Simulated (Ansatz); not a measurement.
CH$_{4}$B$_{2}$Te, relaxed with RKS PBE0-D4/def2-TZVP in Ansatz 0.2.0 from a PBE-D4/def2-SVP geometry. The force threshold is 0.005 eV/Å; the program also tests the step.

The species carries charge 0 and has multiplicity 1. Te: def2 effective core potential.

Start:

```xyz
8

B     0.322    0.047    0.704
B     1.336   -0.575   -0.442
Te   -0.650   -1.143   -1.189
C    -0.939    0.723    0.052
H     0.258   -0.399    1.839
H     2.399   -0.958   -0.867
H    -0.826    1.527   -0.694
H    -1.901    0.778    0.597
```

Question: By how much does the energy fall, and how many steps does the optimiser take? (An estimate is asked.)

Answer: Ansatz gave: 4.30 kJ/mol, in 6 steps, 1 of them rejected.

Question: Which bonds change most? (An estimate is asked.)

Answer: Computed: Te3–C4 from 2.261 to 2.210 Å; B2–Te3 from 2.197 to 2.171 Å; B2–H6 from 1.207 to 1.184 Å.

Question: Give the relaxed structure. (Estimate.)

Answer: Computed: 
```xyz
8

B     0.321    0.046    0.699
B     1.322   -0.575   -0.438
Te   -0.650   -1.120   -1.164
C    -0.929    0.710    0.044
H     0.253   -0.395    1.813
H     2.370   -0.937   -0.855
H    -0.816    1.506   -0.684
H    -1.871    0.766    0.585
```
